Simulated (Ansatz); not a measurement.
Reaction (formal exchange of groups at the Se–B bond): `B[SeH]` + `[CH3][AlH][SiH3]` → `[CH3][AlH][SiH2][SeH]` + BH₃

Computed with Ansatz on PBE0-D4/def2-TZVP structures; ΔE is electronic, products minus reactants. CCSD(T)/CBS adds triple-zeta CCSD(T) − MP2 to the extrapolated MP2 energy (def2 sets, frozen cores). This one scheme is used for every species. Functionals use def2-TZVPP. B3LYP here is the variant with VWN-RPA as its local correlation; programs differ in this. HSE06 is defined as in plane-wave codes. For Se outer-core shells are correlated without core-valence functions, which leaves a few kJ/mol of doubt a bond. Scalar relativity is left out up to krypton. One conformer a species, not always the lowest.

```tsv
level	ΔE (kJ/mol)	difference from CCSD(T)/CBS
PBE-D4	46.6	10.8
r2SCAN-D4	43.0	7.2
B3LYP-D4	37.0	1.2
HSE06-D4	39.6	3.8
BHLYP-D4	28.9	-6.9
CAM-B3LYP-D4	38.1	2.3
B2PLYP	39.6	3.8
revPBE	47.2	11.4
BHLYP	35.2	-0.6
CAM-B3LYP	41.4	5.6
CCSD(T)/CBS	35.8	0
```

Largest T1 diagnostic among the species: 0.013.

At CCSD(T), def2-SVP lies +16.4 kJ/mol from the extrapolated value and def2-TZVPP +4.9 kJ/mol. From r2SCAN to r2SCAN0 (25 % exact exchange), in def2-TZVPP and without D4, ΔE moves by −4.6 kJ/mol.
